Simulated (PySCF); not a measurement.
# Bond lengths and vibrations by method: BH4NSi

These are calculations, not measurements. They come from PySCF 2.14.0, an open-source quantum chemistry program, on an isolated molecule that a program drew, which may never have been made. The molecule is BH4NSi (charge 0, singlet), drawn as the SMILES string `N=B[SiH3]`.

The geometry was optimised and harmonic frequencies were computed with HF and MP2, all in the cc-pV(D+d)Z basis, for the commonest isotopes, with a restricted reference for singlets and an unrestricted one otherwise, and a frozen core in MP2. Each result is a local minimum of its method.

Geometry at the HF minimum:
```xyz
7
BH4NSi, angstrom
N    -2.0420    0.3666   -2.4746
B    -0.8737    0.5886   -2.1666
Si    1.0349    0.9512   -1.6632
H    -2.9793    0.1885   -2.7218
H     1.2246    0.6864   -0.2203
H     1.3620    2.3649   -1.9508
H     1.9288    0.0704   -2.4465
```

Lengths of the bonds as drawn, in Å (atoms numbered as above):
```
  bond     HF    MP2
 N1-B2  1.228  1.258
B2-Si3  2.007  1.991
 N1-H4  0.986  1.002
Si3-H5  1.479  1.482
Si3-H6  1.479  1.482
Si3-H7  1.479  1.482
```

Rotational constants, in GHz:
```
constant     HF    MP2
       A  85.99  86.07
       B  4.004  3.979
       C  4.004  3.979
```

Harmonic frequencies in cm^-1, each column in rising order, so a row needn't be the same motion in every method:
```
rank,HF,MP2
1,265,231
2,265,231
3,537,498
4,562,498
5,562,535
6,675,638
7,676,638
8,996,941
9,1026,979
10,1026,979
11,2081,?
12,2323,2286
13,2324,2293
14,2329,2293
15,4081,3859
```

**Estimate the missing MP2 frequency from the HF column.**

A single factor s that minimises the squared misfit of MP2 against s times HF over the other rows is sum(HF x MP2) / sum(HF^2) = 0.9621, with an rms misfit of 35 cm^-1. For rank 11 it gives 0.9621 x 2081 = 2002 cm^-1. The calculation gives 1900 cm^-1, 102 cm^-1 below the estimate. The drawn bonds are on average 0.6 % longer in MP2 than in HF.
